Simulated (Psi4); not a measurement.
H2, triplet, geometry from GFN2-xTB (a higher spin typed on purpose: for a closed-shell molecule this is an excited state), atoms displaced at random by about 0.08 Å a coordinate; HF/STO-3G, gradient in Psi4.

The Psi4 input:
```
memory 2 GB

molecule {
0 3
  H    -0.01894643    0.03250313   -1.78495507
  H    -0.00032358   -0.10322994    1.66214902
symmetry c1
no_reorient
no_com
}

set basis sto-3g
set reference uhf

gradient('scf')
print_variables()
```

Task: What does Psi4 print? Leave out banner, timings and long lists.

Result: 
```
gradient() will perform analytic gradient computation.

   => Loading Basis Set <=

    Name: STO-3G
    Role: ORBITAL
    Keyword: BASIS

         ---------------------------------------------------------
                                   SCF
               by Justin Turney, Rob Parrish, Andy Simmonett
                          and Daniel G. A. Smith
                              UHF Reference
         ---------------------------------------------------------

  ==> Geometry <==

    Molecular point group: c1
    Full point group: C1

    Geometry (in Angstrom), charge = 0, multiplicity = 3:

       Center              X                  Y                   Z               Mass
    ------------   -----------------  -----------------  -----------------  -----------------
         H           -0.018946430000     0.032503130000    -1.784955070000     1.007825032230
         H           -0.000323580000    -0.103229940000     1.662149020000     1.007825032230

  Running in c1 symmetry.

  Rotational constants: A =   5538.36711  B =      2.80751  C =      2.80609 [cm^-1]
  Rotational constants: A = 166036068.96283  B =  84167.04383  C =  84124.39947 [MHz]
  Nuclear repulsion =    0.153392451467329

  Charge       = 0
  Multiplicity = 3
  Electrons    = 2
  Nalpha       = 2
  Nbeta        = 0

  ==> Algorithm <==

  SCF Algorithm Type is DF.
  DIIS enabled.
  MOM disabled.
  Fractional occupation disabled.
  Guess Type is SAD.
  Energy threshold   = 1.00e-08
  Density threshold  = 1.00e-08
  Integral threshold = 1.00e-12

  ==> Primary Basis <==

  Basis Set: STO-3G
    Blend: STO-3G
    Number of shells: 2
    Number of basis functions: 2
    Number of Cartesian functions: 2
    Spherical Harmonics?: true
    Max angular momentum: 0

   => Loading Basis Set <=

    Name: (STO-3G AUX)
    Role: JKFIT
    Keyword: DF_BASIS_SCF

  ==> Integral Setup <==

  SCF_SUBTYPE=INCORE selected. In-core MEM_DF algorithm will be used.
  Using in-core AOs.

  ==> MemDFJK: Density-Fitted J/K Matrices <==

    J tasked:                   Yes
    K tasked:                   Yes
    wK tasked:                   No
    Algorithm:                 Core
    Schwarz Cutoff:           1E-12
    Mask sparsity (%):       0.0000
    Fitting Condition:        1E-10

   => Auxiliary Basis Set <=

  Basis Set: (STO-3G AUX)
    Blend: DEF2-UNIVERSAL-JKFIT
    Number of shells: 12
    Number of basis functions: 36
    Number of Cartesian functions: 40
    Spherical Harmonics?: true
[...]
  @DF-UHF Final Energy:    -0.93312799277258
    Total Energy =                         -0.9331279927725828
[...]
 Dipole Y            :          0.1336543           -0.1336543           -0.0000000
 Dipole Z            :          0.2320698           -0.2320698            0.0000000
 Magnitude           :                                                    0.0000000

 ------------------------------------------------------------------------------------

         ------------------------------------------------------------
                                   SCF GRAD
                          Rob Parrish, Justin Turney,
                       Andy Simmonett, and Alex Sokolov
         ------------------------------------------------------------

  ==> Geometry <==

    Molecular point group: c1
    Full point group: C1

    Geometry (in Angstrom), charge = 0, multiplicity = 3:

       Center              X                  Y                   Z               Mass
    ------------   -----------------  -----------------  -----------------  -----------------
         H           -0.018946430000     0.032503130000    -1.784955070000     1.007825032230
         H           -0.000323580000    -0.103229940000     1.662149020000     1.007825032230

  Nuclear repulsion =    0.153392451467329

  ==> Basis Set <==

  Basis Set: STO-3G
    Blend: STO-3G
    Number of shells: 2
    Number of basis functions: 2
    Number of Cartesian functions: 2
    Spherical Harmonics?: true
    Max angular momentum: 0

  ==> DFJKGrad: Density-Fitted SCF Gradients <==

    Gradient:                    1
    J tasked:                  Yes
    K tasked:                  Yes
    wK tasked:                  No
    Integrals threads:           1
    Schwarz Cutoff:          1E-12
    Fitting Condition:       1E-10

   => Auxiliary Basis Set <=

  Basis Set: (STO-3G AUX)
    Blend: DEF2-UNIVERSAL-JKFIT
    Number of shells: 12
    Number of basis functions: 36
    Number of Cartesian functions: 40
    Spherical Harmonics?: true
    Max angular momentum: 2

  -Total Gradient:
     Atom            X                  Y                   Z
    ------   -----------------  -----------------  -----------------
       1        0.000000436639    -0.000003182456     0.000080822278
       2       -0.000000436639     0.000003182456    -0.000080822278

  Variable Map:
  ----------------------------------------------------------------------------
[...]
  Array Variable Map:
  ----------------------------------------------------------------------------
[...]
[...]
```
